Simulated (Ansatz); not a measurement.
The cluster Sr2O2 (the lowest singlet isomer of a short search) was relaxed with PBE-D4 (def2-TZVP) in Ansatz in these states: neutral quintet, neutral singlet, neutral triplet. The geometries follow in no particular order.

In the def2 sets Sr takes a core potential; there is no spin–orbit coupling.

A:

```xyz
4

Sr   -0.251   -0.783    1.940
Sr    0.250    0.783   -1.940
O     0.041    0.971    0.397
O    -0.041   -0.971   -0.397
```

B:

| atom | x (Å) | y (Å) | z (Å) |
| --- | --- | --- | --- |
| Sr1 | -0.9735 | -0.9954 | -1.1958 |
| Sr2 | 0.9735 | 0.9957 | 1.1956 |
| O3 | -1.0662 | 0.4162 | 0.5216 |
| O4 | 1.0662 | -0.4165 | -0.5213 |

C:

```csv
atom,x (Å),y (Å),z (Å)
Sr1,0.1465,1.5832,0.3372
Sr2,-0.1467,-1.5831,-0.3377
O3,1.3515,-0.0179,-0.5036
O4,-1.3513,0.0177,0.5041
```

Task: Judge from the bond lengths which geometry belongs to which state (an estimate).

Result: A is the neutral quintet (Sr1–Sr2 4.215 Å, Sr1–O4 2.355 Å, Sr2–O3 2.355 Å); B is the neutral triplet (Sr1–Sr2 3.671 Å, Sr1–O4 2.225 Å, Sr2–O3 2.225 Å); C is the neutral singlet (Sr1–Sr2 3.251 Å, Sr1–O4 2.173 Å, Sr2–O3 2.173 Å).

At PBE0-D4/def2-TZVP a singlet lies 4.32 eV below the neutral quintet. At PBE0-D4/def2-TZVP a singlet lies 1.76 eV below the neutral triplet. These are the stationary points nearest to one start from a short search; other shapes may lie lower in each state.
